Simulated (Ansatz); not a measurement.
C$_{2}$HAlCl$_{2}$ (`C#[C][Al]([Cl])[Cl]`). The species carries charge 0 and has multiplicity 1. The geometry is a stationary point of PBE0-D4/def2-TZVP.

```xyz
6

C    -1.307    0.476   -1.323
C    -0.485    0.178   -0.488
Al    0.796   -0.289    0.806
Cl    2.317   -1.623    0.348
Cl    0.712    0.520    2.715
H    -2.032    0.739   -2.059
```

**Question.** What is the dipole moment at PBE/def2-TZVPP? (Estimate.)

**Answer.** Computed: 1.75 D, with components (-1.19, 0.43, -1.21) D in this frame, pointing from negative to positive charge.

**Question.** And with r2SCAN, B3LYP, ωB97M-V? (An estimate is asked.)

**Answer.** Computed: r2SCAN 1.87 D, B3LYP 1.81 D, ωB97M-V 1.82 D.

**Question.** Give the Mulliken charges with PBE, ωB97M-V, B3LYP in def2-TZVPP. (Estimate.)

**Answer.** The calculation gave: 
```json
{"atom": "C1", "PBE": "0.06", "ωB97M-V": "0.08", "B3LYP": "0.12"}
{"atom": "C2", "PBE": "-0.47", "ωB97M-V": "-0.57", "B3LYP": "-0.59"}
{"atom": "Al3", "PBE": "0.57", "ωB97M-V": "0.63", "B3LYP": "0.65"}
{"atom": "Cl4", "PBE": "-0.19", "ωB97M-V": "-0.19", "B3LYP": "-0.21"}
{"atom": "Cl5", "PBE": "-0.19", "ωB97M-V": "-0.19", "B3LYP": "-0.21"}
{"atom": "H6", "PBE": "0.21", "ωB97M-V": "0.24", "B3LYP": "0.26"}
```

B3LYP here is the variant with VWN-RPA as its local correlation; programs differ in this.
